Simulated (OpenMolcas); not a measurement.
## Bi I: input and output

Input:

```
&GATEWAY
Coord
1

Bi 0.0 0.0 0.0
Basis=ANO-RCC
Group=XYZ
NoMove
AngMom=0.0 0.0 0.0
AMFI
&SEWARD
* reference wave functions (RASSCF and RASSI steps not shown): 3 electrons in 9 orbitals (RAS2 6p; RAS3 6d 7s, at most 1 electron)
>>> COPY JOB001 $Project.JobIph
&CASPT2
Multistate=1 1
Frozen=15 19
IPEA=0.25
Imaginary=0.3
MaxIter=60
WThr=0.0 0.3 0.05
PrWF=0.5
NoMix
>>> COPY JOB002 $Project.JobIph
&CASPT2
Multistate=8 1 2 3 4 5 6 7 8
Frozen=15 19
IPEA=0.25
Imaginary=0.3
MaxIter=60
WThr=0.0 0.3 0.05
PrWF=0.5
NoMix
>>> COPY JOB003 $Project.JobIph
&CASPT2
Multistate=15 1 2 3 4 5 6 7 8 9 10 11 12 13 14 15
Frozen=15 19
IPEA=0.25
Imaginary=0.3
MaxIter=60
WThr=0.0 0.3 0.05
PrWF=0.5
NoMix
...
```

Output, cut to the results:

```
--- CASPT2 ---
Orbital specifications:
      -----------------------

      Symmetry species                           1   2
                                                ag  au
      Frozen orbitals                           15  19
      Inactive orbitals                          6   0
      Active orbitals                            6   3
      Secondary orbitals                        65  50
      Deleted orbitals                           0   0
      Number of basis functions                 92  72
Type of calculation                        SS-CASPT2
      Fock operator                              state-specific
      IPEA shift                                 0.25
      Real shift                                 0.00
      Imaginary shift                            0.30
      The input orbitals will be transformed to quasi-canonical
Reference energy:      -21509.8819601894
      E2 (Non-variational):      -0.5071643202
      Shift correction:          -0.0025716483
      E2 (Variational):          -0.5097359685
      Total energy:          -21510.3916961579
      Residual norm:              0.0000002233
      Reference weight:           0.90848
      Contributions to the CASPT2 correlation energy
      Active & Virtual Only:         -0.0038234700
      One Inactive Excited:          -0.1047946954
      Two Inactive Excited:          -0.3985461548
::    CASPT2 Root  1     Total energy: -21510.39169616
--- CASPT2 ---
Orbital specifications:
      -----------------------

      Symmetry species                           1   2
                                                ag  au
      Frozen orbitals                           15  19
      Inactive orbitals                          6   0
      Active orbitals                            6   3
      Secondary orbitals                        65  50
      Deleted orbitals                           0   0
      Number of basis functions                 92  72
Type of calculation                        MS-CASPT2
      Fock operator                              state-specific
      IPEA shift                                 0.25
      Real shift                                 0.00
      Imaginary shift                            0.30
      The input orbitals will be transformed to quasi-canonical
Reference energy:      -21509.8247833633
      E2 (Non-variational):      -0.5196289767
      Shift correction:          -0.0035910490
      E2 (Variational):          -0.5232200257
      Total energy:          -21510.3480033890
      Residual norm:              0.0000002784
      Reference weight:           0.89964
      Contributions to the CASPT2 correlation energy
      Active & Virtual Only:         -0.0139902598
      One Inactive Excited:          -0.1046160013
      Two Inactive Excited:          -0.4010227157
Reference energy:      -21509.8247833633
      E2 (Non-variational):      -0.5195747306
      Shift correction:          -0.0035767916
      E2 (Variational):          -0.5231515222
      Total energy:          -21510.3479348855
      Residual norm:              0.0000002794
      Reference weight:           0.89975
      Contributions to the CASPT2 correlation energy
      Active & Virtual Only:         -0.0140020513
      One Inactive Excited:          -0.1045488107
      Two Inactive Excited:          -0.4010238685
::    CASPT2 Root  1     Total energy: -21510.34800339
::    CASPT2 Root  2     Total energy: -21510.34793489
::    CASPT2 Root  3     Total energy: -21510.34765349
::    CASPT2 Root  4     Total energy: -21510.34783667
::    CASPT2 Root  5     Total energy: -21510.34748360
::    CASPT2 Root  6     Total energy: -21510.30876251
::    CASPT2 Root  7     Total energy: -21510.30876782
::    CASPT2 Root  8     Total energy: -21510.30871101
::    MS-CASPT2 Root  1     Total energy: -21510.34817470
::    MS-CASPT2 Root  2     Total energy: -21510.34803993
::    MS-CASPT2 Root  3     Total energy: -21510.34783793
::    MS-CASPT2 Root  4     Total energy: -21510.34753763
::    MS-CASPT2 Root  5     Total energy: -21510.34732218
::    MS-CASPT2 Root  6     Total energy: -21510.30881698
::    MS-CASPT2 Root  7     Total energy: -21510.30871519
::    MS-CASPT2 Root  8     Total energy: -21510.30870884
--- CASPT2 ---
Orbital specifications:
      -----------------------

      Symmetry species                           1   2
                                                ag  au
      Frozen orbitals                           15  19
      Inactive orbitals                          6   0
      Active orbitals                            6   3
      Secondary orbitals                        65  50
      Deleted orbitals                           0   0
      Number of basis functions                 92  72
Type of calculation                        MS-CASPT2
      Fock operator                              state-specific
      IPEA shift                                 0.25
      Real shift                                 0.00
      Imaginary shift                            0.30
      The input orbitals will be transformed to quasi-canonical
Reference energy:      -21509.6857504054
      E2 (Non-variational):      -0.5100792099
      Shift correction:          -0.0036384487
      E2 (Variational):          -0.5137176585
      Total energy:          -21510.1994680640
      Residual norm:              0.0000000600
      Reference weight:           0.90305
      Contributions to the CASPT2 correlation energy
      Active & Virtual Only:         -0.0092120358
      One Inactive Excited:          -0.0867565999
      Two Inactive Excited:          -0.4141105741
Reference energy:      -21509.6857504013
      E2 (Non-variational):      -0.5100792299
      Shift correction:          -0.0036383685
      E2 (Variational):          -0.5137175984
      Total energy:          -21510.1994679997
      Residual norm:              0.0000000600
      Reference weight:           0.90305
      Contributions to the CASPT2 correlation energy
...
```

Levels above the lowest, from the spin-orbit matrix with the single-state CASPT2 energies, averaged by term, on its diagonal:

| Configuration | Term | J | E (cm-1) | Measured (cm-1) | g | Term weight % | Second |
| --- | --- | --- | --- | --- | --- | --- | --- |
| 6s2 6p3 | 4S* | 3/2 | 0.0 | 0.0 | 1.761 | 71 | 20 2P* |
| 6s2 6p3 | 2D* | 3/2 | 10510 | 11419 | 1.112 | 68 | 21 4S* |
| 6s2 6p3 | 2D* | 5/2 | 14200 | 15438 | 1.200 | 100 |  |
| 6s2 6p3 | 2P* | 1/2 | 22770 | 21661 | 0.666 | 100 |  |
| 6s2 6p3 | 2P* | 3/2 | 31030 | 33165 | 1.263 | 70 | 23 2D* |
| 6s2 6p2 7s | 4P | 1/2 | 37810 |  | 2.345 | 84 | 16 2P |
| 6s2 6p2 7s | 4P | 3/2 | 42270 | 44865 | 1.694 | 90 | 9 2P |
| 6s2 6p2 7s | 2P | 1/2 | 43640 | 45916 | 0.991 | 84 | 16 4P |
| 6s2 6p2 7s | 4P | 5/2 | 45840 | 48490 | 1.431 | 58 | 42 2D |
| 6s2 6p2 7s | 2D | 3/2 | 46170 |  | 1.078 | 48 | 47 2P |

Against the 7 measured excited levels shown (NIST Handbook of Basic Atomic Spectroscopic Data) the mean absolute deviation is 1800 cm-1; the largest miss in energy is 6s2 6p2 7s 4P 5/2 [58 %]: computed 45840, measured 48490 cm-1 (-5.5 %), and the largest in proportion 6s2 6p3 2D* 5/2 (-8.0 %).

Term energies are means over components that CASPT2 splits; among the terms shown or strongly mixed into the levels shown the widest spread is 110 cm-1 (6s2 6p3 2D*). ANO sets are built for valence states and can reach diffuse excited orbitals poorly, and with the s shell closed the s pⁿ⁺¹ terms that mix with these levels are absent. Spin-orbit splittings of 6p shells tend to come out small when the coupling is added on scalar orbitals. With the s shell closed, the reference lacks s² → p² mixing. Computed and measured levels are paired by configuration, term and J; levels that our copy of the source lacks, or whose pairing is in doubt (as where it misses far off the trend of its configuration), stay unpaired and out of the deviations. Where the source uses jj or jK labels, the order within each J decides. Levels of configurations outside the active space are missing. The first state left out of the spin-orbit step lies near 59000 cm-1 above the lowest spin-free state of the reference (among the parities and spins computed), and the list stops at four fifths of that energy or lower.

The term weight is that of the spin-free term in the level, not the purity of its configuration. A share in square brackets marks a mixed level and gives the weight of the term that names it. * marks odd parity.
